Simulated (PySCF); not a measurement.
C2H9NOSi2, SMILES C[SiH2]/N=C\[SiH2]O.

Coordinates come from a B3LYP-D3(BJ)/def2-SVP optimisation. The structure was generated by enumeration; whether it is a known compound was not checked. One conformer was computed; it need not be the lowest.

All values below come from SMD-ωB97X/def2-SVP (PySCF).

Solvation free energies are E(SMD) − E(gas) at the gas-phase geometry, for 1 M in both phases. In vacuum the dipole moment is 0.76 D.

Estimate the solvation free energies in water, acetonitrile, dichloromethane. (Estimate from the structure and the level; the computed values follow.)


```json
[
 {"solvent": "water", "ΔG(solv) (kcal/mol)": "-1.6", "its non-electrostatic (CDS) part": "5.1", "dipole (D)": "1.19"},
 {"solvent": "acetonitrile", "ΔG(solv) (kcal/mol)": "-3.7", "its non-electrostatic (CDS) part": "1.0", "dipole (D)": "1.17"},
 {"solvent": "dichloromethane", "ΔG(solv) (kcal/mol)": "-3.9", "its non-electrostatic (CDS) part": "0.3", "dipole (D)": "1.10"}
]
```
